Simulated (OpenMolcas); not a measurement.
Multiconfigurational calculation on Ca

Input:

```
&GATEWAY
Coord
1

Ca 0.0 0.0 0.0
Basis=ANO-R3
Group=XYZ
NoMove
AngMom=0.0 0.0 0.0
AMFI
&SEWARD
* reference wave functions (RASSCF and RASSI steps not shown): 2 electrons in 4 orbitals (4s 4p)
>>> COPY JOB001 $Project.JobIph
&CASPT2
Multistate=3 1 2 3
Frozen=2 3
IPEA=0.25
Imaginary=0.1
MaxIter=60
WThr=0.0 0.3 0.05
PrWF=0.5
NoMix
>>> COPY JOB002 $Project.JobIph
&CASPT2
Multistate=6 1 2 3 4 5 6
Frozen=2 3
IPEA=0.25
Imaginary=0.1
MaxIter=60
WThr=0.0 0.3 0.05
PrWF=0.5
NoMix
>>> COPY JOB003 $Project.JobIph
&CASPT2
Multistate=3 1 2 3
Frozen=2 3
IPEA=0.25
Imaginary=0.1
MaxIter=60
WThr=0.0 0.3 0.05
PrWF=0.5
NoMix
...
```

Launched by
```bash
OMP_NUM_THREADS=1 MOLCAS_MEM=1689 MOLCAS_PROJECT=a pymolcas a.inp > a.log  # once for each step of the input, in one work folder
```

Output, cut to the results:

```
--- CASPT2 ---
Orbital specifications:
      -----------------------

      Symmetry species                           1   2
                                                ag  au
      Frozen orbitals                            2   3
      Inactive orbitals                          1   3
      Active orbitals                            1   3
      Secondary orbitals                        32  30
      Deleted orbitals                           0   0
      Number of basis functions                 36  39
Type of calculation                        MS-CASPT2
      Fock operator                              state-specific
      IPEA shift                                 0.25
      Real shift                                 0.00
      Imaginary shift                            0.10
      The input orbitals will be transformed to quasi-canonical
Reference energy:        -679.4814202846
      E2 (Non-variational):      -0.2640254279
      Shift correction:          -0.0001761998
      E2 (Variational):          -0.2642016277
      Total energy:            -679.7456219122
      Residual norm:              0.0000000530
      Reference weight:           0.94519
      Contributions to the CASPT2 correlation energy
      Active & Virtual Only:         -0.0021281991
      One Inactive Excited:          -0.0157073066
      Two Inactive Excited:          -0.2461899223
Reference energy:        -679.4814202846
      E2 (Non-variational):      -0.2640254279
      Shift correction:          -0.0001761998
      E2 (Variational):          -0.2642016277
      Total energy:            -679.7456219122
      Residual norm:              0.0000000530
      Reference weight:           0.94519
      Contributions to the CASPT2 correlation energy
      Active & Virtual Only:         -0.0021281991
      One Inactive Excited:          -0.0157073066
      Two Inactive Excited:          -0.2461899223
::    CASPT2 Root  1     Total energy:   -679.74562191
::    CASPT2 Root  2     Total energy:   -679.74562191
::    CASPT2 Root  3     Total energy:   -679.74562191
::    MS-CASPT2 Root  1     Total energy:   -679.74562191
::    MS-CASPT2 Root  2     Total energy:   -679.74562191
::    MS-CASPT2 Root  3     Total energy:   -679.74562191
--- CASPT2 ---
Orbital specifications:
      -----------------------

      Symmetry species                           1   2
                                                ag  au
      Frozen orbitals                            2   3
      Inactive orbitals                          1   3
      Active orbitals                            1   3
      Secondary orbitals                        32  30
      Deleted orbitals                           0   0
      Number of basis functions                 36  39
Type of calculation                        MS-CASPT2
      Fock operator                              state-specific
      IPEA shift                                 0.25
      Real shift                                 0.00
      Imaginary shift                            0.10
      The input orbitals will be transformed to quasi-canonical
Reference energy:        -679.6568934240
      E2 (Non-variational):      -0.2753376944
      Shift correction:          -0.0002363636
      E2 (Variational):          -0.2755740579
      Total energy:            -679.9324674819
      Residual norm:              0.0000002902
      Reference weight:           0.93947
      Contributions to the CASPT2 correlation energy
      Active & Virtual Only:         -0.0044415664
      One Inactive Excited:          -0.0249676866
      Two Inactive Excited:          -0.2459284414
Reference energy:        -679.4590638132
      E2 (Non-variational):      -0.2769135990
      Shift correction:          -0.0011233403
      E2 (Variational):          -0.2780369393
      Total energy:            -679.7371007525
      Residual norm:              0.0000000819
      Reference weight:           0.91864
      Contributions to the CASPT2 correlation energy
      Active & Virtual Only:         -0.0149182384
      One Inactive Excited:          -0.0158639255
      Two Inactive Excited:          -0.2461314351
::    CASPT2 Root  1     Total energy:   -679.93246748
::    CASPT2 Root  2     Total energy:   -679.73710075
::    CASPT2 Root  3     Total energy:   -679.73710081
::    CASPT2 Root  4     Total energy:   -679.73710075
::    CASPT2 Root  5     Total energy:   -679.73710119
::    CASPT2 Root  6     Total energy:   -679.73713199
::    MS-CASPT2 Root  1     Total energy:   -679.93246750
::    MS-CASPT2 Root  2     Total energy:   -679.73713200
::    MS-CASPT2 Root  3     Total energy:   -679.73710255
::    MS-CASPT2 Root  4     Total energy:   -679.73710087
::    MS-CASPT2 Root  5     Total energy:   -679.73710075
::    MS-CASPT2 Root  6     Total energy:   -679.73709931
--- CASPT2 ---
Orbital specifications:
      -----------------------

      Symmetry species                           1   2
                                                ag  au
      Frozen orbitals                            2   3
      Inactive orbitals                          1   3
      Active orbitals                            1   3
      Secondary orbitals                        32  30
      Deleted orbitals                           0   0
      Number of basis functions                 36  39
Type of calculation                        MS-CASPT2
      Fock operator                              state-specific
      IPEA shift                                 0.25
      Real shift                                 0.00
      Imaginary shift                            0.10
      The input orbitals will be transformed to quasi-canonical
Reference energy:        -679.5946112819
      E2 (Non-variational):      -0.2681652497
      Shift correction:          -0.0001998682
      E2 (Variational):          -0.2683651180
      Total energy:            -679.8629763999
      Residual norm:              0.0000001305
      Reference weight:           0.94364
...
```

Levels above the lowest, from the spin-orbit matrix with the single-state CASPT2 energies, averaged by term, on its diagonal:

```csv
Configuration,Term,J,E (cm⁻¹),Measured (cm⁻¹),Term weight %
4s²,¹S,0,0.0,0.0,100
4s 4p,³P°,0,15176,15158,100
4s 4p,³P°,1,15214,15210,100
4s 4p,³P°,2,15289,15316,100
4s 4p,¹P°,1,27673,23652,100
4p²,³P,0,40938,38418,100
4p²,³P,1,40973,38465,100
4p²,³P,2,41042,38552,100
4p²,¹D,2,42878,,100
```

Against the 7 measured excited levels shown (NIST Handbook of Basic Atomic Spectroscopic Data) the mean absolute deviation is 1700 cm-1; the largest miss in energy is 4s 4p ¹P°₁: computed 27673, measured 23652 cm⁻¹ (+17.0 %).

The ¹D term of p² mixes with s d, which this space lacks. The ANO-R sets hold no well-fitted valence p shell for this element, so s → p excitations can come out far too high. Computed and measured levels are paired by configuration, term and J; levels that our copy of the source lacks, or whose pairing is in doubt (as where it misses far off the trend of its configuration), stay unpaired and out of the deviations. Levels of configurations outside the active space are missing. The first state left out of the spin-orbit step lies near 55000 cm-1 above the lowest spin-free state of the reference (among the parities and spins computed), and the list stops at four fifths of that energy or lower.

The term weight is that of the spin-free term in the level, not the purity of its configuration. ° marks odd parity.
